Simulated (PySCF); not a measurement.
Ge(H)(F)(NH2)2 (FGeH5N2), SMILES [F][GeH]([NH2])[NH2].

The structure is a stationary point at PBE0-D3(BJ)/def2-SVP. This is a generated structure with no PubChem entry under its InChIKey; it may be hypothetical. Other conformers were not sampled.

These are ωB97X/def2-TZVP run with PySCF values and carry that method's errors.

Isolated molecule, no solvent.

```yaml
total_energy: -2289.52372 hartree
highest_occupied_level: -10.15 eV
lowest_empty_level: 2.75 eV
orbital_gap: 12.90 eV
dipole_moment: 2.00 D
quadrupole, principal values (traceless, Buckingham form, about the centre of nuclear charge): -8.68, -1.65, 10.33 D·Å
mean_static_polarisability: 42.2 bohr³ (6.25 Å³)
polarisability_principal_values: 37.5, 43.2, 45.9 bohr³
```
